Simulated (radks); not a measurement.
Values are calculated unless marked as measured or tabulated.
Coulomb parameter of the 4f shell of the gadolinium ion Gd+ in the model configuration [Xe] 4f5 5d1 6s1 6p2, as a second difference U = [E(n + 1) + E(n - 1) - 2 E(n)] / (1)^2 with all orbitals relaxed. "Bare": the charge of the atom changes with n. "Screened": the 6p shell takes up the change at fixed total charge, which measures U(4f,4f) + U(6p,6p) - 2 U(4f,6p). Level of theory: scalar-relativistic Kohn-Sham, LDA (Slater exchange, Perdew-Wang correlation), spin-unpolarised, spherical densities, point nucleus (a radial shooting solver on a logarithmic mesh with Libxc functionals).

case                configuration  E - E(n) (eV)
start        [Xe] 4f5 5d1 6s1 6p2          0.000
bare +1      [Xe] 4f6 5d1 6s1 6p2        -28.616
bare -1      [Xe] 4f4 5d1 6s1 6p2         47.276
screened +1  [Xe] 4f6 5d1 6s1 6p1        -23.580
screened -1  [Xe] 4f4 5d1 6s1 6p3         34.463

U(bare) = 18.660 eV, U(screened by 6p) = 10.883 eV, against the Slater integral F0(4f,4f) = 32.530 eV with frozen orbitals.
